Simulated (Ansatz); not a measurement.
Born–Oppenheimer molecular dynamics of GaH3O (5 atoms, charge 0, multiplicity 1). It starts at the highest image of a converged band. Of that band: The profile has 2 maxima (images 1, 4) with wells between them (image 2): this band takes more than one step, which may be the mechanism or a detour left from its start path. Neighbouring images differ by up to 1.7 eV, so the band resolves the path poorly. A vibrational analysis at the climbing image gives one clearly imaginary mode, 1431i cm⁻¹: a first-order saddle point.

These are results of RKS B3LYP-D4/def2-TZVP in Ansatz, not measurements.

| Property | Result |
| --- | --- |
| ensemble | NVE (velocity Verlet) |
| time step | 0.5 fs |
| steps asked | 200 |
| starting velocities drawn for | 100 K |
| seed | 3697 |

Frames 1 fs apart, positions in Å, forces in eV/Å.

Velocities at 30.0 fs (Å/ps):

```
O -13.21 5.58 -5.71
Ga 4.44 -0.25 3.57
H -31.70 7.31 -73.62
H 13.71 -16.51 -4.36
H -79.36 -62.06 -78.53
```

```xyz
5
Properties=species:S:1:pos:R:3:forces:R:3 time_fs=30.0 energy_less_start_eV=-1.493 T=3948
O 0.730 -0.455 0.192 -0.32 0.05 0.03
Ga -0.483 0.654 -0.530 -1.64 2.02 -1.77
H 0.373 -1.359 0.202 0.20 0.31 0.00
H -1.855 0.258 -1.349 0.63 -0.70 0.66
H -0.716 2.422 -0.997 1.13 -1.69 1.09
5
Properties=species:S:1:pos:R:3:forces:R:3 time_fs=31.0 energy_less_start_eV=-1.428 T=3781
O 0.716 -0.450 0.186 -0.15 -0.42 0.15
Ga -0.479 0.654 -0.526 -2.07 2.15 -2.13
H 0.342 -1.350 0.129 0.36 0.46 0.10
H -1.838 0.238 -1.350 0.55 -0.82 0.67
H -0.790 2.352 -1.070 1.31 -1.37 1.22
5
Properties=species:S:1:pos:R:3:forces:R:3 time_fs=32.0 energy_less_start_eV=-1.365 T=3619
O 0.703 -0.444 0.181 0.07 -0.86 0.24
Ga -0.475 0.655 -0.523 -2.43 2.24 -2.43
H 0.315 -1.337 0.056 0.51 0.55 0.24
H -1.816 0.210 -1.345 0.42 -0.95 0.64
H -0.851 2.269 -1.132 1.44 -0.97 1.31
5
Properties=species:S:1:pos:R:3:forces:R:3 time_fs=33.0 energy_less_start_eV=-1.302 T=3456
O 0.690 -0.440 0.175 0.35 -1.20 0.35
Ga -0.471 0.655 -0.520 -2.71 2.25 -2.63
H 0.293 -1.318 -0.014 0.60 0.51 0.37
H -1.790 0.173 -1.333 0.25 -1.08 0.59
H -0.899 2.177 -1.181 1.51 -0.48 1.32
5
Properties=species:S:1:pos:R:3:forces:R:3 time_fs=34.0 energy_less_start_eV=-1.234 T=3280
O 0.677 -0.435 0.170 0.71 -1.41 0.48
Ga -0.468 0.656 -0.518 -2.89 2.14 -2.71
H 0.276 -1.295 -0.081 0.62 0.33 0.47
H -1.762 0.126 -1.316 0.07 -1.19 0.52
H -0.932 2.080 -1.217 1.50 0.12 1.24
5
Properties=species:S:1:pos:R:3:forces:R:3 time_fs=35.0 energy_less_start_eV=-1.153 T=3070
O 0.664 -0.432 0.165 1.13 -1.50 0.67
Ga -0.465 0.657 -0.516 -2.98 1.89 -2.65
H 0.265 -1.268 -0.143 0.57 0.04 0.52
H -1.733 0.067 -1.294 -0.09 -1.25 0.45
H -0.951 1.985 -1.242 1.36 0.83 1.02
5
Properties=species:S:1:pos:R:3:forces:R:3 time_fs=36.0 energy_less_start_eV=-1.053 T=2813
O 0.652 -0.430 0.160 1.57 -1.54 0.89
Ga -0.462 0.658 -0.514 -2.97 1.45 -2.46
H 0.260 -1.242 -0.201 0.50 -0.28 0.52
H -1.705 -0.004 -1.268 -0.19 -1.23 0.40
H -0.957 1.897 -1.257 1.09 1.61 0.66
5
Properties=species:S:1:pos:R:3:forces:R:3 time_fs=37.0 energy_less_start_eV=-0.942 T=2529
O 0.641 -0.428 0.156 1.98 -1.62 1.10
Ga -0.460 0.660 -0.513 -2.95 0.85 -2.16
H 0.260 -1.218 -0.253 0.44 -0.52 0.50
H -1.679 -0.086 -1.238 -0.20 -1.10 0.37
H -0.952 1.825 -1.266 0.72 2.39 0.18
5
Properties=species:S:1:pos:R:3:forces:R:3 time_fs=38.0 energy_less_start_eV=-0.850 T=2291
O 0.631 -0.428 0.153 2.33 -1.77 1.26
Ga -0.458 0.662 -0.512 -2.98 0.24 -1.90
H 0.263 -1.198 -0.301 0.41 -0.61 0.53
H -1.654 -0.178 -1.205 -0.12 -0.84 0.38
H -0.941 1.776 -1.273 0.36 2.98 -0.28
5
Properties=species:S:1:pos:R:3:forces:R:3 time_fs=39.0 energy_less_start_eV=-0.814 T=2199
O 0.623 -0.429 0.150 2.61 -1.97 1.34
Ga -0.457 0.663 -0.511 -3.17 -0.19 -1.82
H 0.271 -1.185 -0.343 0.42 -0.55 0.61
H -1.631 -0.279 -1.167 0.01 -0.45 0.39
H -0.926 1.755 -1.282 0.13 3.17 -0.53
5
Properties=species:S:1:pos:R:3:forces:R:3 time_fs=40.0 energy_less_start_eV=-0.846 T=2282
O 0.616 -0.430 0.149 2.84 -2.17 1.35
Ga -0.456 0.665 -0.510 -3.52 -0.28 -2.01
H 0.283 -1.177 -0.380 0.43 -0.41 0.73
H -1.607 -0.384 -1.126 0.15 0.00 0.39
H -0.909 1.764 -1.297 0.11 2.86 -0.46
5
Properties=species:S:1:pos:R:3:forces:R:3 time_fs=41.0 energy_less_start_eV=-0.911 T=2446
O 0.610 -0.434 0.148 3.04 -2.26 1.34
Ga -0.456 0.667 -0.510 -3.92 -0.09 -2.40
H 0.298 -1.172 -0.409 0.41 -0.28 0.83
H -1.582 -0.489 -1.082 0.23 0.48 0.34
H -0.892 1.800 -1.316 0.24 2.15 -0.11
```

Of the whole run (100 fs, mean temperature of the second half 3442 K): The conserved energy stayed within 0.53 meV per atom of its start (net change -0.13 meV per atom), so the integration is sound. The system heated up, since it started high on the potential surface and ran downhill. A run of 0.1 ps of so small a system gives no equilibrium averages. The orbitals stay closed-shell, which can raise the energy where a bond breaks towards radicals; this wasn't checked here.

The run took 3.9 min on 2 threads of Arm Neoverse V1, with other jobs on the host, peak memory 0.15 GiB.
